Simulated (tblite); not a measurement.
Species: C10H5 (doublet state).
Atom-mapped SMILES: `[C:1]#[C:2][c:3]1[cH:4][cH:5][cH:6][c:7]([C:8]#[CH:9])[cH:10]1` (hydrogens: H11 on C4; H12 on C5; H13 on C6; H14 on C9; H15 on C10)

Structure used (GFN2-xTB), in Å, numbered top down from 1:
```xyz
15
C10H5 angstrom
C     -2.7245    2.8789    0.8538
C     -2.0240    2.0162    0.3906
C     -1.2328    0.8579    0.1361
C     -1.8339   -0.2918   -0.3760
C     -1.0478   -1.3866   -0.6877
C      0.3194   -1.3526   -0.4802
C      0.9196   -0.2067    0.0455
C      2.3186   -0.1649    0.2583
C      3.5051   -0.1286    0.4376
C      0.1372    0.8999    0.3663
H     -2.9016   -0.3132   -0.5329
H     -1.5079   -2.2764   -1.0918
H      0.9310   -2.2112   -0.7147
H      4.5421   -0.0991    0.5939
H      0.5951    1.7863    0.7792
```

Structure optimised with GFN2-xTB, isolated species. This method treats the open shell by occupation alone, without spin polarisation.

Take the most abundant isotopes and a rigid rotor. 

**Question.** What are A, B and C (GHz)?

**Answer.** Ia = 181.62, Ib = 528.02, Ic = 709.12 u·Å²; 505379 MHz·u·Å²/I gives 2783, 957.1 and 712.7 MHz, that is A = 2.7826, B = 0.9571, C = 0.7127 GHz.

**Question.** What kind of rotor is it?

**Answer.** An asymmetric top. Ray's parameter κ = (2B − A − C)/(A − C) = -0.764; −1 is the prolate and +1 the oblate limit.

**Question.** Is it planar, by Δ = Ic − Ia − Ib?

**Answer.** Not planar: Δ = Ic − Ia − Ib = -0.52 u·Å². For a rigid frame Δ = −2 Σ m c², so Σ m c² = 0.26 u·Å² lies off the ab plane: 0.00 from hydrogen and 0.26 from heavier atoms. The atom farthest from that plane is 0.11 Å away.

For this open shell read J as N, the rotation without spin; fine and hyperfine splittings come on top. Its GFN2-xTB frequencies are all real (lowest 100 cm⁻¹). Constants of a rigid frame at the computed geometry: no zero-point averaging, no centrifugal distortion.
